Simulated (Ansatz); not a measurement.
All values below come from frozen-core CCSD(T)/def2-TZVPP // CAM-B3LYP-D3(BJ)/def2-TZVP (Ansatz, a first-principles code).

Ansatz 0.2 input:
```yaml
crystal:
  periodic: [false, false, false]
  atoms:
    - { symbol: C, position_ang: [1.899182, 0.298823, 0.503421] }
    - { symbol: C, position_ang: [0.688065, -0.115041, -0.023233] }
    - { symbol: N, position_ang: [-0.439733, 0.429005, 0.34323] }
    - { symbol: C, position_ang: [-1.641069, -0.070254, -0.261619] }
    - { symbol: H, position_ang: [1.921623, 1.091606, 1.237455] }
    - { symbol: H, position_ang: [2.827542, -0.157936, 0.193334] }
    - { symbol: H, position_ang: [0.692831, -0.920625, -0.76611] }
    - { symbol: H, position_ang: [-2.159705, 0.75134, -0.761992] }
    - { symbol: H, position_ang: [-2.315068, -0.428724, 0.520409] }
    - { symbol: H, position_ang: [-1.473668, -0.878194, -0.984895] }
basis:
  gaussian: { orbitals: def2-TZVPP }
correlation:
  method: ccsd_t
magnetization:
  spin_polarized: true
  initial_magnetization: 1
```

Output:

```
Functional definition: HF
1229 factors; integrals over basis functions are off by at most 1.1e-3 eV
mean field evaluation 1: about -4665.1081 eV, gradient 2.2e1 eV
mean field evaluation 2: about -4665.1138 eV, gradient 2.2e1 eV
mean field evaluation 4: about -4668.2475 eV, gradient 4.2e0 eV
mean field evaluation 8: about -4668.5466 eV, gradient 2.0e-1 eV
mean field evaluation 16: about -4665.1062 eV, gradient 2.2e1 eV
mean field evaluation 32: about -4665.9548 eV, gradient 2.8e-1 eV
mean field evaluation 64: about -4666.0127 eV, gradient 3.4e-2 eV
mean field -4668.54745402 eV, -171.5659544801 hartree, gradient 1.5e-6 eV, S^2 0.960514; 1 other end points of the search recorded, 0 dependent functions left out
determinant -4668.54745402 eV, -171.5659544801 hartree, with singles and doubles -4688.00293072 eV, -172.2809300613 hartree
determinant -4666.01264607 eV, -171.4728020061 hartree, with singles and doubles -4685.59436117 eV, -172.1924167629 hartree
4 core orbitals not correlated
reference -4668.54745402 eV, -171.5659544801 hartree; 12, 11 occupied and 192, 193 virtual orbitals, 1229 factors
second order -17.85243839 eV of doubles, -0.00000000 eV of singles
cycle   1  -19.19848563 eV  change    -1.5e0 eV  update   2.6e-2
cycle   2  -19.23766942 eV  change   -3.9e-2 eV  update   5.9e-3
cycle   3  -19.23781539 eV  change   -1.5e-4 eV  update   2.9e-3
cycle   4  -19.24002117 eV  change   -2.2e-3 eV  update   1.4e-3
cycle   5  -19.24199991 eV  change   -2.0e-3 eV  update   8.1e-4
cycle   6  -19.24314879 eV  change   -1.1e-3 eV  update   4.3e-4
cycle   7  -19.24359940 eV  change   -4.5e-4 eV  update   2.1e-4
cycle   8  -19.24363506 eV  change   -3.6e-5 eV  update   1.1e-4
cycle   9  -19.24350799 eV  change    1.3e-4 eV  update   4.7e-5
cycle  10  -19.24345555 eV  change    5.2e-5 eV  update   2.1e-5
cycle  11  -19.24344832 eV  change    7.2e-6 eV  update   8.9e-6
perturbative correction -0.81507560 eV, -0.0299534759 hartree
Total energy: -4688.60597795 eV, -172.3030916382 hartree
```

Cost: about 28 core-minutes (a rough figure).
